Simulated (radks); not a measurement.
Polarisability of the tin ion Sn3+, [Kr] 4d10 5s1, at imaginary frequency. Method: scalar-relativistic Kohn-Sham, LB94 model potential, spin-polarised, spherical densities, finite nucleus; open shells are filled with parallel spins first (spin-orbit coupling, left out, can overturn this in heavy ions); Fermi nuclear charge, rms radius 4.6519 fm; computed with a radial shooting solver on a logarithmic mesh with Libxc functionals. Response by self-consistent Sternheimer equations with the Hartree and adiabatic LDA kernel, the relativistic mass of each level held fixed and spin-orbit coupling left out.

w (hartree)  alpha1(iw) (bohr^3)  alpha2(iw) (bohr^5)
0.00266                    7.862                19.15
0.0143                     7.854                19.14
0.0360                     7.815                19.12
0.0697                     7.691                19.03
0.118                      7.398                18.81
0.186                      6.841                18.33
0.280                      5.983                17.41
0.413                      4.928                15.78
0.605                      3.877                13.29
0.892                      2.959                10.11
1.35                       2.164                6.845
2.12                       1.435                4.108
3.59                      0.7751                2.106
6.94                      0.2957               0.7949
17.5                     0.06747               0.1567

Static values: alpha1 = 7.862 bohr^3 (1.165 angstrom^3; uncoupled 12.32), alpha2 = 19.15 bohr^5, alpha3 = 103.2 bohr^7. C6 = 31.85, C8 = 464.3, triple-dipole C9 = 159.2 atomic units. One-pole (London) frequency 4 C6 / (3 alpha1^2) = 0.687 hartree, against 1.613 for minus the highest occupied eigenvalue.
